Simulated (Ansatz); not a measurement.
Ansatz (a quantum-chemistry and plane-wave program) input:

Ansatz 0.2 input:
```yaml
crystal:
  periodic: [false, false, false]
  atoms:
    - {symbol: Au, position_ang: [-0.00000000, -0.00000000, -0.39913160]}
    - {symbol: Cl, position_ang: [0.00000000, 0.00000000, 1.85478802]}
basis:
  gaussian:
    orbitals: def2-TZVPD
hamiltonian:
  xc: {name: CAM-B3LYP}
magnetization: {spin_polarized: true, initial_magnetization: 2}
```

Problem. Predict the final energy.

Solution. -595.84443 Eh (CAM-B3LYP/def2-TZVPD). The basis has 89 functions.

This state (charge 0, triplet) is run at the relaxed geometry of the species with charge 0 and multiplicity 1, and is a spin state other than that species' own.
